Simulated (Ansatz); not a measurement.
`[F][Ti]([F])([I])[I]` + `[Cl][K]` → `[F][Ti]([F])([Cl])[I]` + `[K][I]` at 500 K and 1 bar (redistribution).

Gas-phase electronic energies from Ansatz, PBE0-D4/def2-TZVP geometries. CCSD(T)/CBS is the MP2 limit (def2-TZVPP, def2-QZVPP) plus CCSD(T) − MP2 in def2-TZVPP, frozen cores. def2 core potentials past Kr. For I, K, Ti outer-core shells are correlated without core-valence functions, which leaves a few kJ/mol of doubt a bond. Scalar relativity is left out up to krypton.

```tsv
species	CCSD(T)/CBS energy (Eh)	H − E (kJ/mol)	S (J/(mol·K))
`[F][Ti]([F])([I])[I]`	-1643.63566	58.1	435.3
`[Cl][K]`	-1059.29673	18.9	258.0
`[F][Ti]([F])([Cl])[I]`	-1805.98222	58.6	420.3
`[K][I]`	-896.96383	18.8	277.5
```

H − E and S are ideal-gas, rigid-rotor, harmonic terms from PBE0-D4/def2-TZVP. 1 Eh = 2625.50 kJ/mol, R = 8.31446 J/(mol·K).

Problem. By hand: ΔE, ΔH, ΔS and ΔG.

Solution. ΔE = (-1805.98222) + (-896.96383) − (-1643.63566) − (-1059.29673) = -0.01366 Eh = -35.9 kJ/mol. Δ(H − E) = 58.6 + 18.8 − 58.1 − 18.9 = 0.4, so ΔH = -35.5 kJ/mol. ΔS = 420.3 + 277.5 − 435.3 − 258.0 = 4.5 J/(mol·K). ΔG = -35.5 − 500 × (4.5)/1000 = -37.8 kJ/mol.

Problem. By hand: the equilibrium constant, and the temperature at which ΔG would vanish if ΔH and ΔS stayed fixed.

Solution. log₁₀ K = −ΔG/(RT ln 10) = 3.9. ΔH and −TΔS have one sign here, so there is no such temperature. One of them is within its doubt of zero, so this could turn.

The number of gas molecules stays the same, so ΔS is small and ΔH decides. A doubt of 5 kJ/mol in ΔE shifts log₁₀ K by 0.5 here. These are equilibria of isolated gas molecules and say nothing of rates. Largest T1 diagnostic: 0.023 (customary marks: 0.02 for closed shells, 0.045 for open ones).
